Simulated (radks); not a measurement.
Species: Kr24+. Configuration: [Ne] 3s2.

All-electron calculation, non-relativistic Kohn-Sham, TPSS, spin-polarised, spherical densities, point nucleus; meta-GGA in the generalised Kohn-Sham scheme. Program: a radial shooting solver on a logarithmic mesh with Libxc functionals.

Energy parts (eV):
part                       energy
total                  -64699.388
kinetic                 64686.211
electron-nucleus      -138541.024
Hartree                 10824.682
exchange-correlation    -1669.256

Orbitals (lengths in bohr, moments of r in powers of bohr):
| orbital | occ. | eigenvalue (eV) | <r^2> |
|---|---|---|---|
| 1s | 2 | -15047.31 | 0.002408 |
| 2s | 2 | -2882.541 | 0.03991 |
| 2p | 6 | -2719.792 | 0.03063 |
| 3s | 2 | -1114.782 | 0.2336 |

The highest occupied level is 3s at -1114.8 eV. The electron density at the nucleus is 3.256e+04 e/bohr^3. The density falls to 0.001 e/bohr^3 at r = 1.10 bohr. For comparison, the ionisation energy in NIST's Atomic Spectra Database is 1155 eV (semi-empirical). In exact Kohn-Sham theory the highest level is minus the ionisation energy, but local and semilocal functionals leave it too shallow, through self-interaction and a potential that decays too fast; potentials with the right tail come closer.
